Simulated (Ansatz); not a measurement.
The first iterations of a band of CH4 + Cl2HInO (10 atoms, charge 0, multiplicity 1).

These are results of Ansatz 0.2.0, RKS B3LYP/def2-SVP, not measurements.

- movable images: 5
- climbing image: yes
- spring: 5.0 eV/Å²
- optimiser: quadratic models (default)
- start path: through a guess of the saddle point
- force threshold: 0.05 eV/Å
- iteration limit: 60
- end points: relaxed

Initial state:

```xyz
10
Properties=species:S:1:pos:R:3
In -0.647 -1.395 -0.370
O -2.296 -0.303 -0.093
Cl 0.369 -1.552 -2.489
Cl 0.172 -2.690 1.401
H -0.104 1.292 0.476
C 0.989 1.152 0.490
H -2.562 0.138 -0.915
H 1.457 2.101 0.790
H 1.358 0.879 -0.511
H 1.265 0.378 1.221
```

Final state:

```xyz
10
Properties=species:S:1:pos:R:3
In 0.178 -0.856 0.046
O -1.991 0.103 -0.184
Cl -0.313 -1.510 -2.233
Cl -0.286 -2.623 1.563
H -2.097 1.065 -0.217
C 1.494 0.807 0.474
H -2.144 -0.221 -1.093
H 1.180 1.286 1.412
H 1.462 1.528 -0.354
H 2.517 0.421 0.586
```

| iteration | highest image above the first end (eV) | largest band force component (eV/Å) |
| --- | --- | --- |
| 1 | 2.479 | 8.637 |
| 2 | 1.322 | 2.028 |

Task: Does the band converge within its limit, and where does its top end?

Result: It converged. It ended after 8 iterations with the highest image 1.264 eV above the first end. Neighbouring images differ by up to 1.2 eV, so the band resolves the path poorly. A vibrational analysis at the climbing image gives 2 clearly imaginary modes (1474i, 78i cm⁻¹): a point of higher order, so a lower path passes nearby. The orbitals stay closed-shell, which can raise the energy where a bond breaks towards radicals; this wasn't checked here.

Time of the run: 2.5 min on 2 threads of AMD EPYC 7B13 (Zen 3), with other jobs on the host, peak memory 0.32 GiB.
